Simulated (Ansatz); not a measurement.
This geometry of CH3OSSi (7 atoms, charge 1, multiplicity 1) is a first-order saddle point.

These are results of RKS PBE0-D4/def2-SVP in Ansatz 0.2.0, not measurements.

```xyz
7
Properties=species:S:1:pos:R:3
Si -1.714 0.833 0.697
C 0.141 0.768 0.218
O 0.938 -0.195 0.031
S 0.354 -1.825 0.105
H -1.915 0.997 -0.812
H 0.686 1.734 0.161
H 1.510 -2.312 -0.400
```

Problem. Which two structures does it join? (They come from a converged band through this point; their orientation in space is the band's.)

Solution. No bond is made or broken. The dihedral C2–Si1–S4–H7 goes from 104 to -85°.

First end point:

```xyz
7
Properties=species:S:1:pos:R:3
Si -1.242 0.039 0.696
C 0.320 0.928 0.194
O 1.197 0.079 -0.281
S 0.290 -1.290 -0.773
H -2.224 0.506 -0.344
H 0.774 1.906 0.422
H 0.885 -2.168 0.085
```

Last end point:

```xyz
7
Properties=species:S:1:pos:R:3
Si -1.236 0.191 0.849
C 0.381 0.896 0.216
O 1.304 -0.017 0.123
S 0.525 -1.555 0.226
H -2.017 0.197 -0.442
H 0.800 1.914 0.133
H 0.244 -1.626 -1.104
```

Problem. How far does it lie above each of them?

Solution. 10.5 kcal/mol above the first and 8.4 kcal/mol above the second. This is the barrier of this one path; another mechanism may lie lower.

Time of the run: 6.5 min on 1 thread of Arm Neoverse V2, on a shared host, peak memory 0.15 GiB.
